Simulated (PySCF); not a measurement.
Vertical excitations of a molecule C3H9BO2 from PySCF with TDA-PBE/def2-SVPD, as energy in eV (oscillator strength): 5.16 (0.003), 5.26 (0.015), 6.12 (0.030), 6.38 (0.011), 6.39 (0.011), 6.53 (0.002), 6.87 (0.001), 6.94 (0.016), 7.01 (0.004), 7.23 (0.015). Lowest triplet (TDA): 5.10 eV. Coordinates come from a r2SCAN-D4/def2-SVP optimisation. One conformer was computed; it need not be the lowest.

Q: Which molecule gave these data?
A. COB(C)CO
B. COCB(C)O
C. CB(O)CCO
D. CCOBOC

A: B, COCB(C)O
